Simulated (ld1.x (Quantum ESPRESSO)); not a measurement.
## nitrogen: one change to a TM potential, before and after

ld1.x (Quantum ESPRESSO) 7.5 input, shortened:

```
&input
   title='N', zed=7., rel=0, dft='PZ', iswitch=3,
   config='[He] 2s2 2p3'
 /
 &inputp
   pseudotype=2, tm=.true., lloc=0,
   nlcc=.true., rcore=0.40
 /
2
2P  2  1   3.00   0.00  1.90  1.90  0.0
2S  1  0   2.00   0.00  0.90  0.90  0.0
 &test
   configts(1)='2s2 2p3'
 /
```

Change: wave 2p (bound): rc 1.90 bohr becomes 2p (bound): rc 2.88 bohr.

Cutoffs: the cutoffs (Ry, on a coarse ladder) from which the occupation-weighted sum of valence levels, in a spherical-Bessel basis at the reference potential, stays within 10 and 1 mRy of its value at 400 Ry; they do not see the model core or the augmentation charge, which bear on the density cutoff. Errors are all-electron minus pseudo energies relative to the spin-unpolarised reference configuration.

**Question.** Predict the effect on cutoff, ghosts and configuration errors.

**Answer.** The potential gets neither clearly harder nor softer (55 Ry and 140 Ry → 50 Ry and 140 Ry); the s channel sets the loose cutoff, while the largest relative change is in p, which becomes softer; of the 9 tests that both files solve, the error grows in 9 and shrinks in 0 by more than 15 % and 0.3 meV (median size 49.7 → 225.7 meV); neither file shows a bound ghost at the reference potential, the only one tested. More of the atom is replaced by a form fitted at one configuration, so other configurations suffer.

```csv
quantity,base,changed
"cutoff, loose",55 Ry,50 Ry
"cutoff, tight",140 Ry,140 Ry
loose cutoff by channel (10 mRy a level),"p 30 Ry, s 45 Ry","p 18 Ry, s 45 Ry"
bound ghosts,none,none
"error for 2s2 2p2, meV [ΔE 13.74 eV]",+35,+193
"error for 2s2 2p1, meV [ΔE 42.71 eV]",+335,+1440
"error for 2s2 2p0, meV [ΔE 89.88 eV]",+1405,+5052
"error for 2s1 2p4, meV [ΔE 11.17 eV]",+7.9,-57
"error for 2s1 2p0, meV [ΔE 167.30 eV]",+2281,+8018
"error for 2s0 2p5, meV [ΔE 22.39 eV]",+34,-226
"error for 2s1 2p3, meV [ΔE 25.16 eV]",-52,-242
"error for 2s2 2p3 (spin-polarised), meV [ΔE -2.89 eV]",+50,-126
"error for 2s2 2p2 (spin-polarised), meV [ΔE 12.05 eV]",+49,+60
```

Changed file: These tests converged, but a pseudo level misses the all-electron one widely, so the file describes the atom poorly there or has found another state: 2s1 2p0: empty 2p by 7.8 eV.
